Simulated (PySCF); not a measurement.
```xyz
5
charge 1 multiplicity 1, angstrom
Sb    0.0000    0.0000    0.0000
Cl    2.2789    0.0000    0.0000
Cl    0.0000    2.2789    0.0000
Cl   -2.2789    0.0000    0.0000
Cl    0.0000   -2.2789    0.0000
```

Computed with PBE0 in PySCF with Sb def2-TZVP with ECP28, Cl def2-TZVP; scalar-relativistic core potentials, no spin–orbit coupling; density-fitted integrals.

This geometry of SbCl₄⁺ is a stationary point at this level.

Q: What is the point group?

A: D4h.

Q: Is it a minimum?

A: No: it has 1 imaginary mode, at 105i cm⁻¹ (b2u).

Q: List the harmonic modes with their infrared intensities.

A: 
```json
{"symmetry": "b2u", "ω (cm⁻¹)": "105i", "IR (km/mol, summed over degenerate members)": "–", "type": "bend"}
{"symmetry": "a2u", "ω (cm⁻¹)": "132", "IR (km/mol, summed over degenerate members)": "3.4", "type": "bend"}
{"symmetry": "eu", "ω (cm⁻¹)": "179", "IR (km/mol, summed over degenerate members)": "19.4", "type": "bend"}
{"symmetry": "b2g", "ω (cm⁻¹)": "206", "IR (km/mol, summed over degenerate members)": "0.0", "type": "bend"}
{"symmetry": "b1g", "ω (cm⁻¹)": "347", "IR (km/mol, summed over degenerate members)": "0.0", "type": "stretch"}
{"symmetry": "a1g", "ω (cm⁻¹)": "377", "IR (km/mol, summed over degenerate members)": "0.0", "type": "stretch"}
{"symmetry": "eu", "ω (cm⁻¹)": "432", "IR (km/mol, summed over degenerate members)": "134", "type": "stretch"}
```

Q: What are the dipole moment and the gap between the highest occupied and lowest empty levels?

A: 0.00 D about the centre of mass and 3.81 eV.

Q: Give the atomic charges and bond orders.

A: 
```tsv
atom	Mulliken	Löwdin	polar tensor	Mayer order to Sb1
Sb1	1.09	0.06	2.07	–
Cl2,3,4,5	-0.02	0.24	-0.27	1.19
```

In D4h the vibrations span b2u + a2u + 2eu + b2g + b1g + a1g. The a1g, b1g, b2g, b2u modes carry no infrared intensity, as symmetry demands. With a centre of inversion only u modes can be infrared active and only g modes Raman active.

Other isomers or separated fragments may lie lower. At this level a singlet minimum of Td symmetry lies 193 kJ/mol below this structure.
